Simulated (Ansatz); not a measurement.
Stepwise reaction of `[OH][Al]([OH])[OH]` with hydrogen, as a gas-phase model of exchange steps in deposition or etching. ΔE in kJ/mol; ΔG adds harmonic PBE0-D4 terms to CCSD(T)/CBS, at 1 bar.

Gas-phase electronic energies from Ansatz, PBE0-D4/def2-TZVP geometries. CCSD(T)/CBS adds triple-zeta CCSD(T) − MP2 to the extrapolated MP2 energy (def2 sets, frozen cores). This one scheme is used for every species. DFT in def2-TZVPP. B3LYP here is the variant with VWN-RPA as its local correlation; programs differ in this. Each species was taken in one conformer, which may not be the lowest.

| step | reaction | PBE-D4 | B3LYP-D4 | ωB97M-V | CCSD(T)/CBS | ΔG(400 K) |
| --- | --- | --- | --- | --- | --- | --- |
| 1 | `[OH][Al]([OH])[OH]` + H₂ → `[OH][AlH][OH]` + H₂O | 107.8 | 115.2 | 112.9 | 113.9 | 109.5 |
| 2 | `[OH][AlH][OH]` + H₂ → `[OH][AlH2]` + H₂O | 117.1 | 123.0 | 121.3 | 121.0 | 117.4 |
| 3 | `[OH][AlH2]` + H₂ → `[AlH3]` + H₂O | 121.7 | 126.2 | 124.7 | 123.8 | 126.6 |

Question: By hand: ΔE of the 3 steps together at CCSD(T)/CBS.

Answer: (113.9) + (121.0) + (123.8) = 358.7 kJ/mol, or 119.6 kJ/mol a step.

In ΔE each step is higher than the one before. All are uphill at CCSD(T)/CBS. ΔG lies between 109.5 and 126.6 kJ/mol a step. PBE-D4 differs from CCSD(T)/CBS by -6.1 to -2.1 kJ/mol a step. Isolated molecules leave out the surface, adducts and barriers. Largest T1 diagnostic: 0.012.
